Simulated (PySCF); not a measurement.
Molfile (atoms numbered from 1):
```
CH6N2Si
     RDKit          3D

 10  9  0  0  0  0  0  0  0  0999 V2000
    1.9405   -0.4721   -0.1909 C   0  0  0  0  0  0  0  0  0  0  0  0
    0.8495   -0.0948   -0.6985 N   0  0  0  0  0  0  0  0  0  0  0  0
   -0.4713    0.6360    0.2166 Si  0  0  0  0  0  4  0  0  0  0  0  0
   -1.9772   -0.1768    0.0291 N   0  0  0  0  0  0  0  0  0  0  0  0
    2.7327   -0.9250   -0.8184 H   0  0  0  0  0  0  0  0  0  0  0  0
    2.1961   -0.3869    0.8901 H   0  0  0  0  0  0  0  0  0  0  0  0
   -0.1424    0.6357    1.6812 H   0  0  0  0  0  0  0  0  0  0  0  0
   -0.6084    2.0198   -0.3181 H   0  0  0  0  0  0  0  0  0  0  0  0
   -2.1320   -1.0467    0.5267 H   0  0  0  0  0  0  0  0  0  0  0  0
   -2.4173   -0.2059   -0.8842 H   0  0  0  0  0  0  0  0  0  0  0  0
  1  2  2  0
  2  3  1  0
  3  4  1  0
  1  5  1  0
  1  6  1  0
  3  7  1  0
  3  8  1  0
  4  9  1  0
  4 10  1  0
M  END
```

All values are calculated (PySCF 2.14.0 with density-fitted response routines): PBE0/pcSseg-1 with gauge-including orbitals, coordinates at the PBE0-D3(BJ)/def2-SVP level. Rapidly exchanging positions averaged, gas phase, non-relativistic Hamiltonian, single conformer.

References, each an isolated molecule treated in the same way: $^{13}$C (σ = 184.41 ppm) and $^{1}$H (σ = 31.27 ppm) and $^{29}$Si (σ = 351.99 ppm) against TMS; $^{15}$N (σ = 265.67 ppm) against NH3.

```tsv
atoms	nucleus	count	δ (ppm)
H7/H8	$^{1}$H	2	4.77
H5	$^{1}$H	1	8.36
C1	$^{13}$C	1	171.1
N4	$^{15}$N	1	?
Si3	$^{29}$Si	1	?
H6	$^{1}$H	1	8.42
N2	$^{15}$N	1	442.9
H9/H10	$^{1}$H	2	0.85
```

Complete the table.

## Answers


- N4: 22.2 ppm, nitrogen bonded to Si, 2 H
- Si3: -24.2 ppm, silicon bonded to 2 N, 2 H

Exchangeable OH/NH protons stand at their gas-phase positions; hydrogen bonding in a real sample shifts them, mostly to higher δ. Shifts are as computed. Against solution values, carbons near 30 ppm lie about +2 ppm off and those near 130 ppm about +5 ppm. Of 1211 compounds with measured shifts, 218 miss one by over three times the rms of a fit or turn the order of signals round; such compounds aren't used in these exercises. Experimental scales use liquid or dissolved standards, which lie at an offset from isolated NH3 (liquid NH3: subtract about 20 ppm). Unscaled 15N shifts of sp2 nitrogen come out 20 to 40 ppm too high even then.
